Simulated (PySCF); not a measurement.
**Electron correlation in B (boron, neutral)**

[He] 2s1 2p1 3s1, high-spin 4P determinant (an excited configuration). All numbers are calculated (PySCF 2.14, the non-relativistic Hamiltonian (point nucleus), in aug-cc-pVTZ). Frozen: 1s2; 3 electrons correlated.

```json
{"level": "CCSD", "correlation energy (mhartree)": "-10.12"}
{"level": "(T)", "correlation energy (mhartree)": "-0.09"}
{"level": "CCSD(T)", "correlation energy (mhartree)": "-10.21"}
```

Diagnostics: T1 = 0.0073, D1 = 0.0161, largest double amplitude 0.044.

Task: Is a single reference adequate?

Result: Yes: T1 lies below 0.03 and no double amplitude reaches 0.07.
